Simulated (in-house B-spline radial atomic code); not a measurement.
Ionisation energies along the 43-electron series, configuration 1s2 2s2 2p6 3s2 3p6 3d10 4s2 4p6 4d3/2(4) 4d5/2(3), as differences of self-consistent energies. Dirac energy differences include first-order Breit, QED and recoil terms. NIST's values go from ground level to ground level; the uncertainty of those that are theory runs from under 0.1 % in few-electron ions to several per cent in heavy many-electron ones. Computed with an all-electron radial atomic-structure program (B-spline basis): Dirac-Hartree-Fock, jj configuration that fills j = l - 1/2 first, finite nuclei.

A number in brackets counts the electrons of a j subshell.

| ion | configuration after | ionisation energy (eV) | IE/(q+1)² (eV) | -ε less Coulomb ΔSCF (eV) | Breit and QED recoil part (eV) | tabulated value (eV) | computed minus tabulated (eV) |
| --- | --- | --- | --- | --- | --- | --- | --- |
| Gd21+ | [Kr] 4d3/2(4) 4d5/2(2) | 679.7 | 1.4043 | 1.312 | -0.13413 | 680 | -0.3 |
| Tb22+ | [Kr] 4d3/2(4) 4d5/2(2) | 731.8 | 1.3833 | 1.3149 | -0.15637 | 732 | -0.2 |
| Dy23+ | [Kr] 4d3/2(4) 4d5/2(2) | ? | ? | ? | ? | ? | ? |
| Ho24+ | [Kr] 4d3/2(4) 4d5/2(2) | 841.1 | 1.3458 | 1.3207 | -0.20619 | 842 | -0.9 |
| Er25+ | [Kr] 4d3/2(4) 4d5/2(2) | ? | ? | ? | ? | ? | ? |
| Tm26+ | [Kr] 4d3/2(4) 4d5/2(2) | 957.4 | 1.3133 | 1.3265 | -0.26348 | 958 | -0.6 |
| Yb27+ | [Kr] 4d3/2(4) 4d5/2(2) | 1018.2 | 1.2987 | 1.3293 | -0.29504 | 1019 | -0.8 |
| Lu28+ | [Kr] 4d3/2(4) 4d5/2(2) | ? | ? | ? | ? | ? | ? |
| Hf29+ | [Kr] 4d3/2(4) 4d5/2(2) | 1144.9 | 1.2721 | 1.3349 | -0.36432 | 1146 | -1.1 |
| Ta30+ | [Kr] 4d3/2(4) 4d5/2(2) | 1210.8 | 1.2599 | 1.3376 | -0.40214 | 1211 | -0.2 |
| W31+ | [Kr] 4d3/2(4) 4d5/2(2) | 1278.5 | 1.2485 | 1.3402 | -0.44215 | 1283.4 | -4.9 |

(1) Fill in the row of Dy23+.

(2) Fill in the row of Er25+.

(3) Fill in the row of Lu28+.

Answers

(1) ionisation energy (eV): 785.6; IE/(q+1)² (eV): 1.3638; -ε less Coulomb ΔSCF (eV): 1.3178; Breit and QED recoil part (eV): -0.18037; tabulated value (eV): 786; computed minus tabulated (eV): -0.4.

(2) ionisation energy (eV): 898.4; IE/(q+1)² (eV): 1.329; -ε less Coulomb ΔSCF (eV): 1.3236; Breit and QED recoil part (eV): -0.23388; tabulated value (eV): 899; computed minus tabulated (eV): -0.6.

(3) ionisation energy (eV): 1080.7; IE/(q+1)² (eV): 1.285; -ε less Coulomb ΔSCF (eV): 1.3321; Breit and QED recoil part (eV): -0.32865; tabulated value (eV): 1081; computed minus tabulated (eV): -0.3.
